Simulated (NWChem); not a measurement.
Correlation energy of Pb

```xyz
1

Pb     0.0000     0.0000     0.0000
```
Charge 0, spin multiplicity 3.

The numbers come from NWChem runs, not from measurements.

Basis set: def2-QZVP. Each correlation energy counts from its own Hartree-Fock reference.

```
method           correlation energy (mHa)
---------------  ------------------------
UMP2                               -445.5
SCS-UMP2                           -393.0
CCSD on ROHF                       -412.5
CCSD[T] on ROHF                    -423.0
CCSD(T) on ROHF                    -422.8
```

The values span 52.5 mHa, from UMP2 (lowest) to SCS-UMP2 (highest). 

Effective core potentials replace the inner electrons of Pb; spin-orbit coupling is left out. The correlated methods keep 4 core orbitals frozen. The stability of the SCF solutions was not checked. Open-shell Hartree-Fock references start from PBE0 orbitals. Coupled-cluster values serve here as a point of comparison, not as the truth.
